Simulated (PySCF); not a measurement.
Compound: C₆H₅FO₂.
Numbering: `[O:1]=[C:2]1[CH:3]=[C:4]([CH2:5][F:6])[C:7](=[O:8])[CH2:9]1` (hydrogens: H10 on C3; H11, H12 on C5; H13, H14 on C9)

Structure optimised with GFN2-xTB, isolated species.

(1) Give the optimised bond lengths and angles.

Answers

(1) 
| bond | length (Å) |
| --- | --- |
| O1=C2 | 1.202 |
| C2–C3 | 1.478 |
| C3=C4 | 1.340 |
| C4–C5 | 1.485 |
| C5–F6 | 1.368 |
| C4–C7 | 1.492 |
| C7=O8 | 1.202 |
| C7–C9 | 1.511 |
| C2–C9 | 1.520 |
| C3–H10 | 1.076 |
| C5–H11, C5–H12 | 1.097 |
| C9–H13, C9–H14 | 1.091 |

Bonds in one row agree within 0.01 Å and their mean is given. A selection of angles:
| angle | degrees |
| --- | --- |
| O1–C2–C3 | 126.8 |
| O1–C2–C9 | 126.5 |
| C3–C2–C9 | 106.7 |
| C2–C3–C4 | 111.2 |
| C2–C3–H10 | 122.4 |
| C4–C3–H10 | 126.5 |
| C3–C4–C5 | 129.1 |
| C3–C4–C7 | 110.7 |
| C5–C4–C7 | 120.2 |
| C4–C5–F6 | 111.9 |
| C4–C5–H11 | 110.5 |
| F6–C5–H11 | 107.6 |
| H11–C5–H12 | 108.7 |
| C4–C7–O8 | 125.9 |
| C4–C7–C9 | 106.6 |
| O8–C7–C9 | 127.5 |
| C7–C9–H13 | 111.3 |
| C2–C9–C7 | 104.8 |
| C2–C9–H13 | 111.3 |
| H13–C9–H14 | 106.9 |

Torsions: O1–C2–C3–C4 180° (antiperiplanar); C2–C3–C4–C5 180° (antiperiplanar); C3–C4–C5–F6 0° (synperiplanar); C3–C4–C7–O8 180° (antiperiplanar); C4–C7–C9–C2 0° (synperiplanar); O1–C2–C9–C7 180° (antiperiplanar).

Of the pairs four or more bonds apart, F6···H10 is among the closest relative to their van der Waals radii: 2.70 Å, 101 % of the sum of Bondi's values. The 6 C–C bonds span 1.340 Å (C3=C4, drawn double) to 1.520 Å (C2–C9, drawn single), a spread of 0.180 Å. The 5-membered ring C2–C3–C4–C7–C9 has internal angles of 104.8° to 111.2° (sum 540°, against 540° for a flat polygon); it is planar, 0.00 Å rms from its mean plane, widest ring torsion 0°. The 9 heavy atoms lie in one plane (0.001 Å rms).

Point group: Cs (every atom within 0.08 Å of its image). Not checked by GFN2-xTB frequencies. The numbers are those of one conformer.

These are computed values.
